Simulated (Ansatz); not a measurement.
Species: CH4B, charge 0, doublet. CH4B (SMILES [BH]C, doublet).
B3LYP-D3(BJ)/def2-TZVP minimum from Ansatz (a first-principles code):
```xyz
6

B     -0.4158    -0.8601     0.0194
H     -1.5625    -1.0524    -0.2439
C      0.3525     0.4718     0.0057
H     -0.0149     1.0339     0.8795
H      0.1052     1.0894    -0.8666
H      1.4366     0.3988     0.1001
```
Charge 0, spin multiplicity 2.

Total energies in cc-pVDZ, 11 correlated electrons, 2 frozen orbitals. Open shells are spin-unrestricted; no spin-orbit coupling. Cores are frozen in correlated methods. No relativity.

```tsv
method	program	energy (Eh)	minus CCSDT(Q) (mEh)
HF	Ansatz	-64.80948	248.27
MP2	Ansatz	-65.01832	39.43
CCSD	Ansatz	-65.05083	6.93
CCSD(T)	Ansatz	-65.05676	0.99
CCSDT(Q)	Ansatz	-65.05775	0.00
```

Rough core times of Ansatz's runs on a shared machine: CCSD(T) under 20 s, CCSDT(Q) 2 min.
